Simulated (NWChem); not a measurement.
System: GaHOBrCl; SMILES [OH][Ga]([Cl])[Br]

The following NWChem deck was run.

```
start job
memory heap 200 mb stack 900 mb global 1100 mb
geometry units angstroms noautosym nocenter noautoz
  Ga     0.377925    -0.421438     0.000000
  Cl    -0.931899    -2.130686     0.000000
  Br    -0.444451     1.698961     0.000000
  O      2.151840    -0.649179     0.000000
  H      2.377704    -1.599890     0.000000
end
basis spherical
  * library 6-31g*
end
dft
  xc xpbe96 cpbe96
  iterations 150
end
property
  efieldgrad
end
task dft property
```

NWChem printed, in part:

```
             Northwest Computational Chemistry Package (NWChem) 7.3.0
             --------------------------------------------------------

                             Geometry "geometry" -> ""
                             -------------------------

 Output coordinates in angstroms (scale by  1.889725989 to convert to a.u.)

  No.       Tag          Charge          X              Y              Z
 ---- ---------------- ---------- -------------- -------------- --------------
    1 Ga                  31.0000     0.37792500    -0.42143800     0.00000000
    2 Cl                  17.0000    -0.93189900    -2.13068600     0.00000000
    3 Br                  35.0000    -0.44445100     1.69896100     0.00000000
    4 O                    8.0000     2.15184000    -0.64917900     0.00000000
    5 H                    1.0000     2.37770400    -1.59989000     0.00000000

 Effective nuclear repulsion energy (a.u.)     618.6099735150

  pbe96 is a nonlocal functional; adding pw91lda local functional.
                              NWChem Property Module
                              ----------------------

  itol2e modified to match energy
  convergence criterion.

                                 NWChem DFT Module
                                 -----------------

 Summary of "ao basis" -> "ao basis" (spherical)
 ------------------------------------------------------------------------------
       Tag                 Description            Shells   Functions and Types
 ---------------- ------------------------------  ------  ---------------------
 Ga                          6-31g*                 12       32   5s4p3d
 Cl                          6-31g*                  8       18   4s3p1d
 Br                          6-31g*                 12       32   5s4p3d
 O                           6-31g*                  6       14   3s2p1d
 H                           6-31g*                  2        2   2s

  itol2e modified to match energy
  convergence criterion.

[...]

          -----------------------
          Electric field gradient
          -----------------------

 1 a.u. = 0.324123 10**(16) esu/cm**3  ( or statvolts/cm**2 ) = 0.97174 10**(22) v/m**2

 ------------------------------------------------------------
   Atom      X         Y         Z
 ------------------------------------------------------------
    1 Ga   0.71417  -0.79640   0.00000
 ------------------------------------------------------------

 Electric field gradient in molecular frame (a.u.)
         XX             YY             ZZ             XY             XZ             YZ
 ------------------------------------------------------------------------------------------
        0.903765       0.427535      -1.331300      -0.174136       0.000000      -0.000000

 Principal components (a.u.) and orientation
 of principal axis w.r.t. absolute frame                      Asymmetry parameter eta
 --------------------------------------------------------------------------------------
       -1.331300       0.960645       0.370655                       0.443168

       -0.000000       0.950574       0.310497
        0.000000      -0.310497       0.950574
        1.000000       0.000000      -0.000000

 ------------------------------------------------------------
   Atom      X         Y         Z
 ------------------------------------------------------------
    2 Cl  -1.76103  -4.02641   0.00000
 ------------------------------------------------------------

 Electric field gradient in molecular frame (a.u.)
         XX             YY             ZZ             XY             XZ             YZ
 ------------------------------------------------------------------------------------------
        0.048197      -0.906947       0.858750      -1.587098       0.000000       0.000000

 Principal components (a.u.) and orientation
 of principal axis w.r.t. absolute frame                      Asymmetry parameter eta
 --------------------------------------------------------------------------------------
       -2.086769       1.228020       0.858750                       0.176958

        0.596596       0.802542       0.000000
        0.802542      -0.596596      -0.000000
       -0.000000      -0.000000       1.000000

 ------------------------------------------------------------
   Atom      X         Y         Z
 ------------------------------------------------------------
    3 Br  -0.83989   3.21057   0.00000
 ------------------------------------------------------------

 Electric field gradient in molecular frame (a.u.)
         XX             YY             ZZ             XY             XZ             YZ
 ------------------------------------------------------------------------------------------
        1.818660      -3.668082       1.849421       2.387218       0.000000      -0.000000

 Principal components (a.u.) and orientation
 of principal axis w.r.t. absolute frame                      Asymmetry parameter eta
 --------------------------------------------------------------------------------------
       -4.561315       2.711894       1.849421                       0.189084

       -0.350445       0.936583      -0.000000
        0.936583       0.350445      -0.000000
        0.000000       0.000000       1.000000

 ------------------------------------------------------------
   Atom      X         Y         Z
 ------------------------------------------------------------
    4 O    4.06639  -1.22677   0.00000
 ------------------------------------------------------------

[...]
```

Level: PBE/6-31G* (spherical d). The geometry was optimised at PBE-D3(BJ)/def2-SVP. NWChem prints the field gradient with the sign opposite to the second derivative of the potential.
